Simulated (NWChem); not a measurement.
Molecule: C2H5BFNO; SMILES C=C(F)B(N)O

```xyz
11

C      1.2823    -1.4898     0.0026
C      0.1432    -0.7982    -0.0002
F     -1.0341    -1.4672    -0.0024
B     -0.0107     0.7714    -0.0002
N     -1.3114     1.3016     0.0024
O      1.1411     1.5090    -0.0024
H      1.2913    -2.5828     0.0030
H      2.2279    -0.9461     0.0043
H     -2.1094     0.6801     0.0036
H     -1.5489     2.2834     0.0027
H      0.9984     2.4589    -0.0018
```
Atoms are numbered in this order, from 1.

Results from NWChem. Pople sets run with spherical d functions. Medium grid unless said otherwise, to which SCAN and Minnesota functionals are sensitive. Geometry: optimised at PBE0/def2-SVP. Total energies of different functionals are on different scales.

```
level                               energy (Ha)  highest occupied level (eV)  orbital gap (eV)  dipole (D)
----------------------------------  -----------  ---------------------------  ----------------  ----------
B3LYP/6-31G*                          -333.9536                        -6.54              6.60        2.90
PBE/6-31G*                            -333.5614                        -5.50              4.83        2.95
LDA (Slater exchange, VWN5)/6-31G*    -331.3209                        -5.65              4.78        3.02
TPSSh/6-31G*                          -333.9542                        -6.09              5.88        2.93
r2SCAN0/6-31G*                        -333.7367                        -7.06              7.33        2.93
Hartree-Fock/6-31G*                   -332.1527                        -9.67             13.71        2.83
LDA (Slater exchange, PW92)/6-31G*    -331.3080                        -5.65              4.78        3.02
B97-D/6-31G*                          -333.7428                        -5.49              4.90        2.91
BLYP/6-31G*                           -333.8534                        -5.29              4.81        2.92
MN15/6-31G*                           -333.6011                          ___               ___        2.95
```

Problem. What belongs in the gaps?

Solution. 
- MN15/6-31G*, highest occupied level (eV): -7.52
- MN15/6-31G*, orbital gap (eV): 8.37
